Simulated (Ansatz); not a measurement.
CH₂ClFOZn, SMILES `O[C](F)(Cl)[ZnH]`. Total charge 0; spin multiplicity 1.

```csv
atom,x (Å),y (Å),z (Å)
O1,-0.770,0.660,-1.040
C2,-0.018,-0.197,-0.316
F3,-0.297,-1.485,-0.697
Cl4,1.773,0.019,-0.750
Zn5,-0.048,0.124,1.639
H6,-0.623,0.506,-1.985
H7,-0.017,0.372,3.149
```

(1) What are the harmonic wavenumbers in cm⁻¹ at PBE0-D4/def2-TZVP (Ansatz, finite differences of forces, unscaled)? (Best estimate.)

(2) Is this a minimum?

(3) Give the ideal-gas thermochemistry at 298.15 K and 1 bar (rigid rotor, harmonic oscillator; point group C1, symmetry number 1).

(4) And at 400, 500, 600, 800 and 1000 K?

Answers

(1) Ansatz gave: 86, 163, 287, 319, 360, 453, 474, 480, 621, 699, 1017, 1171, 1363, 1946, 3731.

(2) Yes, all 15 modes are real.

(3) Zero-point energy 78.8 kJ/mol; H(298) − E = 98.2 kJ/mol; entropy 343.8 J/(mol·K), of which translation 171.3, rotation 116.9, vibration 55.6; G(298) − E = -4.3 kJ/mol. Modes under 100 cm⁻¹ are hindered rotations or soft bends, so the harmonic entropy is rough.

(4) 
| T (K) | H − E (kJ/mol) | S (J/mol/K) | G − E (kJ/mol) |
| --- | --- | --- | --- |
| 400 | 108.8 | 374.1 | -40.9 |
| 500 | 120.2 | 399.5 | -79.6 |
| 600 | 132.3 | 421.7 | -120.7 |
| 800 | 158.2 | 458.9 | -208.9 |
| 1000 | 185.5 | 489.3 | -303.8 |
